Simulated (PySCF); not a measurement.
**Exercise with solution: chemical shift, span and skew from a shielding tensor**

C2H2F3, SMILES FC[C](F)F (connectivity only; charge and spin as stated), charge +1, multiplicity 1. Atoms are numbered in the order given.

```xyz
7

F     -0.1930     1.7978     0.0000
C      0.7011     0.8079     0.0000
C      0.0068    -0.5066     0.0000
F     -1.2288    -0.6050     0.0000
F      0.6470    -1.5753     0.0000
H      1.3628     0.8172     0.8946
H      1.3628     0.8172    -0.8946
```
Charge +1, spin multiplicity 1.

Geometry: ωB97X-D3(BJ)/def2-SVP. The multiplicity is an assumed one; other spin states were not compared. The isomer is the one that the SMILES or the coordinates give; other isomers of the formula were not compared. The values are those of a single conformer.

GIAO shieldings from PBE0/pcSseg-1 in PySCF, non-relativistic, no solvent. The symmetric part of the tensor of C3 has the principal values -158.0, -8.0, 56.1 ppm. The same nucleus in TMS has σ = 186.3 ppm at this level (PySCF, at its B3LYP-D3(BJ)/def2-TZVP geometry).

Question: Work out the isotropic shielding, the ¹³C shift against TMS, the span and the skew.

Answer: 
σ(iso) = (σ11 + σ22 + σ33)/3 = -36.6 ppm. δ = σ(ref) − σ(iso) = 186.3 − (-36.6) = 222.9 ppm.
Span Ω = σ33 − σ11 = 214.1 ppm. Skew κ = 3(σ(iso) − σ22)/Ω = -0.40. Tumbling in solution averages the tensor to δ; in a static solid the shielding alone would spread this spin-1/2 line over Ω.
